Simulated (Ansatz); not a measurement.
Geometry optimisation, Ansatz 0.2.0, RKS PBE/6-31G*.

input.yaml

```yaml
crystal:
  periodic: [false, false, false]
  atoms:
    - { symbol: Al, position_ang: [0.247662, 0.592531, -0.599153] }
    - { symbol: H, position_ang: [-0.256804, 0.023141, 2.055645] }
    - { symbol: O, position_ang: [1.67299, -0.362623, -0.530022] }
    - { symbol: Si, position_ang: [2.498757, -1.673445, -1.12511] }
    - { symbol: H, position_ang: [1.578536, -2.633422, -1.828284] }
    - { symbol: H, position_ang: [3.54453, -1.22904, -2.106988] }
    - { symbol: H, position_ang: [3.177075, -2.401415, -0.001891] }
    - { symbol: H, position_ang: [-1.059028, 0.126819, -1.363862] }
    - { symbol: "N", position_ang: [0.287985, 2.275137, 0.232669] }
    - { symbol: H, position_ang: [1.10477, 2.474137, 0.820358] }
    - { symbol: Si, position_ang: [-0.733744, 3.639174, -0.154133] }
    - { symbol: H, position_ang: [-1.715354, 3.156823, -1.180689] }
    - { symbol: H, position_ang: [-1.502425, 4.16792, 1.027309] }
    - { symbol: H, position_ang: [0.029822, 4.801866, -0.733211] }
    - { symbol: H, position_ang: [-0.21307, 0.675797, 1.762462] }
basis:
  gaussian: { orbitals: "6-31G*" }
hamiltonian:
  xc: pbe
relax:
  f_tol: 0.03
  max_steps: 50
output:
  orbitals: {}
```

Run as:

```bash
$ ansatz run input.yaml --threads 2 --pin off --max-ram 3072MiB --backend cpu --events-out ev --progress --plain --runs-dir out
```

Problem. Where does it end, and by what steps?

Solution. It converged. The force dipped under the threshold on the way, but the program's further checks kept it going. After 24 steps the energy has fallen by 0.195 eV; H2 moved furthest, 0.78 Å.

```
step  energy less start (eV)  largest force component (eV/Å)  accepted
   0                  0.0000                           1.565       yes
   1                 -0.1288                           0.675       yes
   2                 -0.1658                           0.236       yes
   3                 -0.1683                           0.353       yes
   4                 -0.1714                           0.288       yes
   5                 -0.1690                           0.299        no
   6                 -0.1870                           0.105       yes
   7                 -0.1911                           0.025       yes
   8                 -0.1919                           0.031       yes
   9                 -0.1924                           0.039       yes
  10                 -0.1929                           0.055       yes
  11                 -0.1931                           0.065       yes
  12                 -0.1933                           0.059       yes
  13                 -0.1934                           0.036       yes
  14                 -0.1936                           0.024       yes
  15                 -0.1938                           0.030       yes
  16                 -0.1938                           0.057       yes
  17                 -0.1939                           0.033       yes
  18                 -0.1940                           0.010       yes
  19                 -0.1941                           0.031       yes
  20                 -0.1939                           0.111        no
  21                 -0.1943                           0.036       yes
  22                 -0.1944                           0.076       yes
  23                 -0.1946                           0.042       yes
  24                 -0.1947                           0.018       yes
```

```xyz
15
Properties=species:S:1:pos:R:3
Al 0.333 0.711 -0.964
H -0.690 0.136 2.696
O 1.710 -0.312 -0.863
Si 2.566 -1.698 -1.165
H 1.756 -2.695 -1.949
H 3.804 -1.380 -1.954
H 2.979 -2.342 0.127
H -0.975 0.291 -1.761
N 0.445 2.297 -0.118
H 1.320 2.491 0.378
Si -0.744 3.583 -0.088
H -1.931 3.095 -0.863
H -1.188 3.929 1.307
H -0.244 4.854 -0.720
H -0.481 0.673 2.214
```

The run took 88 s on 2 threads of Arm Neoverse V1 (shared host), peak memory 0.17 GiB.
